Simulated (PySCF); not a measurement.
**Correlation energy of Mo⁺ (molybdenum, charge +1)**

[Kr] 4d5, high-spin 6S determinant. Calculation: PySCF 2.14, in def2-TZVPPD with the def2 core potential (28 electrons); a scalar-relativistic core potential. Frozen: 4s2 4p6; 5 electrons correlated.

```csv
level,correlation energy (mhartree)
CCSD,-64.68
(T),-1.06
CCSD(T),-65.74
```

Diagnostics: T1 = 0.0020, D1 = 0.0029, largest double amplitude 0.027.

Problem. Is a single reference adequate?

Solution. Yes, within this model without spin-orbit coupling: T1 lies below 0.03 and no double amplitude reaches 0.07.
